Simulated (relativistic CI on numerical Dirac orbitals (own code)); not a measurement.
**Hyperfine structure of Zr²²⁺, mass number 91**

Method of calculation: Dirac-Coulomb-Breit CI, orbitals from a KLI potential per configuration, a model potential for QED, unscaled Slater integrals (own radial code, finite nucleus).

Configuration list (outside the closed core [Ne]): 3s2 3p6, 3s2 3p5 3d, 3s 3p6 3d, 3s2 3p5 4s, 3s2 3p5 4p, 3s2 3p5 4d, 3s 3p6 4s, 3p6 3d 4p, 3p6 3d2, 3p5 3d3, 3p5 3d2 4s, 3p5 3d2 4p, 3p5 3d2 4d, 3p6 3d 4s, 3p5 3d 4s2, 3p5 3d 4s 4p, 3p5 3d 4s 4d. Double excitations out of closed p, d and f shells are left out; levels of such configurations are missing from the list, as are those of other unlisted configurations, and high levels can miss mixing partners.

Nuclear spin I = 5/2, μ = -1.3022 μN, Q = -0.176 b (tables of Stone and Pyykkö). The electronic factors are computed for point nuclear moments, without core polarisation or the Bohr-Weisskopf and QED corrections.

```csv
Level,E (cm⁻¹),A (MHz),B (MHz)
3s2 3p5 3d 3P°_1,848524,-3557,-1030
3s2 3p5 3d 3P°_2,885106,-3467,-844
3s2 3p5 3d 3F°_3,888367,-8586,6320
3s2 3p5 3d 3F°_4,893784,-5744,5740
3s2 3p5 3d 3D°_3,957487,-5104,-2490
3s2 3p5 3d 3D°_1,1004470,1420,-1830
3s2 3p5 3d 3F°_2,1029900,-19000,-4070
3s2 3p5 3d 3D°_2,1067345,6128,-3460
```

Levels with J = 0, under 50 % of one LS term, or S terms without an open s electron are left out. Small factors come from cancelling terms and can be off by tens of per cent or more.

At this charge energies of transitions that change n are usually good to better than 1 %, and those within a shell (Δn = 0) to a few per cent.

Give the hyperfine levels of 3s2 3p5 3d 3F°_3 relative to its centre of gravity.

With K = F(F + 1) − I(I + 1) − J(J + 1), E = AK/2 + B[¾K(K + 1) − I(I + 1)J(J + 1)]/[2I(2I − 1)J(2J − 1)]: F = 1/2: 89650, F = 3/2: 75070, F = 5/2: 51390, F = 7/2: 19570, F = 9/2: -19070, F = 11/2: -62820 MHz.

LS names give the leading component of a level, which can be under half, so a name can repeat, a term be missing and a line seem to break the LS rules.
